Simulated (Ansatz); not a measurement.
This geometry of C2H7Ga + ClH (12 atoms, charge 0, multiplicity 1) is a first-order saddle point.

Computed with RKS BHLYP-D4/def2-SVP (Ansatz 0.2.0).

```xyz
12
Properties=species:S:1:pos:R:3
Ga 0.185 0.006 0.102
H 1.389 -0.521 1.187
C 0.594 -0.534 -1.733
C -0.914 1.418 0.893
H 0.674 -1.374 1.405
Cl -0.574 -2.180 1.293
H 1.300 0.168 -2.188
H -0.312 -0.546 -2.344
H 1.040 -1.530 -1.751
H -1.078 1.228 1.955
H -0.419 2.389 0.787
H -1.885 1.476 0.394
```

**Question.** Which two structures does it join? (They come from a converged band through this point; their orientation in space is the band's.)

**Answer.** Bonds broken: Ga1–H2, H5–Cl6. Bonds formed: Ga1–Cl6, H2–H5. C2H7Ga + ClH becomes C2H6ClGa + H2.

First end point:

```xyz
12
Properties=species:S:1:pos:R:3
Ga 0.520 0.207 0.149
H 1.770 -0.077 1.074
C 0.569 -0.426 -1.721
C -0.889 1.430 0.796
H 0.397 -2.353 1.972
Cl -0.660 -2.207 1.264
H 1.252 0.201 -2.307
H -0.414 -0.382 -2.198
H 0.942 -1.453 -1.784
H -1.033 1.352 1.876
H -0.608 2.467 0.577
H -1.846 1.241 0.301
```

Last end point:

```xyz
12
Properties=species:S:1:pos:R:3
Ga -0.495 -0.275 -0.081
H 1.829 -0.498 1.397
C 0.562 -0.564 -1.701
C -0.971 1.364 0.878
H 1.429 -1.100 1.617
Cl -1.387 -2.083 0.753
H 1.305 0.224 -1.848
H -0.103 -0.566 -2.572
H 1.065 -1.533 -1.665
H -0.749 1.250 1.942
H -0.438 2.238 0.495
H -2.047 1.543 0.785
```

**Question.** How far does it lie above each of them?

**Answer.** 0.31 eV above the first and 1.42 eV above the second. This is the barrier of this one path; another mechanism may lie lower. The orbitals stay closed-shell, which can raise the energy where a bond breaks towards radicals; this wasn't checked here.

Time of the run: 5.9 min on 2 threads of Intel(R) Xeon(R) Platinum 8488C (Sapphire Rapids), with other jobs on the host, peak memory 0.32 GiB.
